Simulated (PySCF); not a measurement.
# Vertical excitation energies

Species: C4H11NSi.
SMILES: `C[C@@H]1C[Si@@H](C)N1`

The calculation used TDDFT B3LYP/def2-SVPD, vertical, gas phase, core orbitals frozen in the response in PySCF 2.14.0, density-fitted response routines. Geometry: GFN2-xTB, one conformer, isolated molecule.

**Question.** List the vertical singlet excitations with oscillator strengths and describe the spectrum.

**Answer.** 

```tsv
state	E (eV)	λ (nm)	f	main configurations (H = HOMO, L = LUMO)
S1	5.56	222.9	0.0098	H→L (99%)
S2	5.94	208.6	0.027	H→L+1 (85%), H→L+2 (13%)
S3	6.19	200.4	0.010	H→L+2 (84%), H→L+1 (14%)
S4	6.63	187.0	0.0092	H→L+3 (98%)
S5	7.04	176.0	0.019	H→L+4 (63%), H-1→L (19%), H→L+6 (8%)
S6	7.07	175.4	0.052	H-1→L (70%), H→L+4 (18%)
S7	7.23	171.4	0.025	H→L+5 (46%), H→L+6 (34%), H→L+4 (17%)
S8	7.33	169.2	0.023	H-1→L+1 (89%)
```

Triplets (Tamm–Dancoff): T1 5.30 eV, H→L (96%); T2 5.86 eV, H→L+1 (83%), H→L+2 (12%); T3 6.02 eV, H→L+2 (84%), H→L+1 (12%).

The lowest singlet lies at 5.56 eV (223 nm, ultraviolet) and is weak; its leading configuration is HOMO→LUMO (99%). The most intense listed level is S6 at 7.07 eV (175 nm, f = 0.052), 1.51 eV above S1. Löwdin shares by element: HOMO nitrogen 56%, carbon 16% or more, silicon 9% (atoms not listed hold the other 20%); LUMO silicon 30%, hydrogen 25% or more, carbon 8% or more (atoms not listed hold the other 37%). The oscillator strengths of these states sum to 0.175; summed over the whole spectrum of an exact calculation they would give the number of electrons, 56 (Thomas–Reiche–Kuhn). Of the 8 states listed, 6 reach f = 0.01 and none stays under 0.0005. The listed states span 1.76 eV, and the widest gap between neighbours is 0.44 eV (S3 to S4). No computed singlet lies in the visible range (380 to 750 nm); the lowest, at 223 nm, stands 2.30 eV above its violet end (3.26 eV). Singlets were solved by full linear response, triplets in the Tamm–Dancoff approximation.

Without π bonds the low states are Rydberg-like; a valence basis with one diffuse set may place them up to an eV too high.
